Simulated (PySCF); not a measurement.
F₃GeH.
Numbering: `[F:1][GeH:2]([F:3])[F:4]` (hydrogens: H5 on Ge2)

A GFN2-xTB structure with every atom displaced at random (by about 0.01 Å) was refined with PBE0-D3(BJ)/def2-SVP geometry optimisation, gas phase in PySCF. Values at the start:

```csv
coordinate,start
F1–Ge2,1.718 Å
Ge2–H5,1.467 Å
F1–Ge2–F3,105.9°
F1–Ge2–H5,113.2°
F3–Ge2–H5,114.1°
```

Task: How do these coordinates change at the PBE0-D3(BJ)/def2-SVP level?

Result: 
```tsv
coordinate	PBE0-D3(BJ)/def2-SVP (Å or °)	change
Ge2–H5	1.517	+0.050
F1–Ge2	1.713	-0.005
F3–Ge2–H5	112.5	-1.6
F1–Ge2–H5	112.3	-0.9
F1–Ge2–F3	106.4	+0.5
```

The energy falls by 5.3 kJ/mol over 5 energy and gradient evaluations, the largest force component goes from 0.0201 to 1.8e-04 Eh/bohr, and the atoms move by 0.034 Å rms after alignment. The bond that changes most is Ge2–H5 (ends: germanium bonded to 3 F and H; Ge–H hydrogen), which lengthens by 0.050 Å. Bonds longer at the end by more than 0.005 Å: 2 of 4; shorter: 0. Rotational constants go from 5923, 5633, 3658 to 5720, 5712, 3535 MHz.

The run used 79 basis functions and 31 SCF cycles in all.

Stationary, but not proved a minimum.
